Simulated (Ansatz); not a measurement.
A search over several starts for the lowest SCF solution of the cluster BeCl₃ at the given spin, in a small basis.

```yaml
crystal:
  periodic: [false, false, false]
  atoms:
    - {symbol: Be, position_ang: [0.000050, -0.000627, 0.000408]}
    - {symbol: Cl, position_ang: [1.818843, -0.082660, -0.641162]}
    - {symbol: Cl, position_ang: [-0.406523, 0.951115, 1.629782]}
    - {symbol: Cl, position_ang: [-1.412370, -0.867828, -0.989028]}
basis:
  gaussian: {orbitals: def2-SVP}
magnetization: {spin_polarized: true, initial_magnetization: 1}
hamiltonian: {xc: pbe0, dispersion: d4}
output: {orbitals: {seedname: orbitals}}
```

```sh
$ ansatz run in.yaml --threads 4 --pin off --events-out ev --progress --plain --max-ram 3916MiB
```

Shortened log:

```
Functional definition: PBE0
602 factors; integrals over basis functions are off by at most 2.8e-4 eV
mean field evaluation 1: about -37946.4286 eV, gradient 6.0e0 eV
mean field evaluation 2: about -37946.5506 eV, gradient 4.6e0 eV
mean field evaluation 4: about -37946.6560 eV, gradient 6.2e-1 eV
mean field evaluation 8: about -37946.7908 eV, gradient 1.0e-1 eV
mean field evaluation 16: about -37946.7909 eV, gradient 2.1e-5 eV
mean field -37946.79094197 eV, -1394.5188458587 hartree, gradient 2.1e-5 eV, S^2 0.753640; 6 other end points of the search recorded, 0 dependent functions left out
reference -37946.79097103 eV, -1394.5188469266 hartree; 28, 27 occupied and 35, 36 virtual orbitals, 602 factors
Total energy: -37946.88935542 eV, -1394.5224624862 hartree
```

Hardware: 4 threads of Arm Neoverse V1 on a shared host. Wall time 1.3 s.

The structure comes from a short search, and lower isomers may exist.
